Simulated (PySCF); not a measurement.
FGeH₆NSi, SMILES F[SiH2][NH][GeH3]. Atoms are numbered in the order given.

```xyz
10

Si     1.7212    -0.4471     0.1221
F      2.1326    -0.7024    -1.4384
N      0.3979     0.6334     0.2973
Ge    -1.4146     0.2428     0.2136
H      2.9221     0.1385     0.7709
H      1.3334    -1.7688     0.6717
H      0.6174     1.6273     0.2753
H     -2.0231     0.7092    -1.1268
H     -2.1344     0.9572     1.3762
H     -1.5228    -1.2850     0.3525
```
Charge 0, spin multiplicity 1.

Coordinates come from a B3LYP-D3(BJ)/def2-SVP optimisation. This is a generated structure with no PubChem entry under its InChIKey; it may be hypothetical. The values are those of a single conformer.

Method: PBE/pcSseg-1 in PySCF.

GIAO shieldings, no solvent; atoms listed in one row are averaged. δ = σ(ref) − σ: ²⁹Si against TMS (σ = 335.4 ppm); ¹⁹F against CFCl3 (σ = 133.6 ppm); ¹⁵N against NH3 (σ = 267.0 ppm); ⁷³Ge against GeH4 (σ = 1614.4 ppm); ¹H against TMS (σ = 31.49 ppm), references at their B3LYP-D3(BJ)/def2-TZVP geometries, non-relativistic.

Computed chemical shifts:
```
nucleus        atoms  count  δ (ppm)
-------  -----------  -----  -------
²⁹Si             Si1      1    -16.8
¹⁹F               F2      1   -174.0
¹⁵N               N3      1     43.3
⁷³Ge             Ge4      1    211.2
¹H                H5      1     5.44
¹H       H8, H9, H10      3     5.30
¹H                H6      1     5.16
¹H                H7      1     1.10
```
